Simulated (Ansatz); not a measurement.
The pair A = CHN (SMILES C#N) (first 3 atoms), B = HI (SMILES I); geometry from B3LYP-D3(BJ)/def2-TZVP.
(charge 0, multiplicity 1):
```
atom    x (Å)    y (Å)    z (Å)
----  -------  -------  -------
C     -0.7573  -0.5720  -0.3179
N     -0.2026  -0.3001   0.6459
H     -1.2741  -0.8261  -1.2163
I      1.7386   0.5988   3.8701
H      0.9181   0.2239   2.5230
```

Cores are frozen in the correlated methods. Filled d and f shells under p-block atoms count as core.

Programs: Ansatz (Gaussian orbitals).  In def2 rows elements past Kr take small-core potentials, without spin–orbit coupling.

Total energies (hartree), monomers frozen at their geometry in the pair:

```tsv
structure	HF/def2-SVPD	PBE/def2-TZVPPD	MP2/def2-TZVPPD
AB	-390.0405424	-391.6436972	-390.6551344
A in the pair's basis	-92.8053589	-93.3475562	-93.2566876
B in the pair's basis	-297.2331866	-298.2919118	-297.3936814
A	-92.8042638	-93.3474653	-93.2563693
B	-297.2330787	-298.2918668	-297.3933058
```

**Question.** Work out the interaction energy without and with the counterpoise correction, and the superposition error, for each level.

**Answer.** 
E(AB) − E(A) − E(B), times 627.509 kcal/mol, with the monomers in their own basis and then in the pair's basis:
- HF/def2-SVPD: -2.01 uncorrected, -1.25 corrected; the monomers gain 0.75 kcal/mol from borrowed functions
- PBE/def2-TZVPPD: -2.74 uncorrected, -2.65 corrected; the monomers gain 0.09 kcal/mol from borrowed functions
- MP2/def2-TZVPPD: -3.43 uncorrected, -2.99 corrected; the monomers gain 0.44 kcal/mol from borrowed functions

Ansatz is a first-principles code.
